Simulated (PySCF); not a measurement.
Spin states of CaF⁺

Unrestricted PBE0; basis Ca aug-pcseg-1, F aug-pcseg-1; no relativity; PySCF 2.14. Outer shells of the fragments: Ca+ 4s1; F 2s2 2p5.

Followed along the bond (rough minima from three points):

```
2Ms+1  unpaired  ⟨S²⟩ at the start  R at minimum (Å)  Te (eV)
    1      none               0.00              1.89     0.00
    3  σ ↑, π ↑               2.00  none in the scan   ≤ 5.84
```

Solutions found at the starting distance of 2.305 Å, counted from the lowest of them; the search is not exhaustive and high or unbound solutions are not listed, so other states can lie among these:

```csv
2Ms+1,unpaired,term,E (eV),⟨S²⟩,⟨Lz²⟩,μ (D)
1,none,¹Σ⁺,0.00,0.00,0.00,-11.08
3,"σ ↑, π ↑",³Π,4.75,2.00,1.01,-2.20
1,"σ ↑, π ↓",mixed,4.77,1.00,1.01,-2.16
3,σ ↑↑,³Σ⁺,5.19,2.00,0.00,-2.32
3,"π ↑, δ ↑",mixed,6.04,2.00,5.00,-2.91
3,π ↑↑,mixed,6.09,2.00,2.00,-2.56
3,π ↑↑,mixed,6.16,2.00,2.00,-2.03
```

A term symbol is given only where ⟨S²⟩ and ⟨Lz²⟩ are close to those of a pure state; real π, δ and φ orbitals otherwise mix terms. A positive dipole points towards F; it is taken about the centre of mass and depends on that origin.

Counting both spins, an empty level lies below a filled one in some of these solutions, because spin and occupation are held.
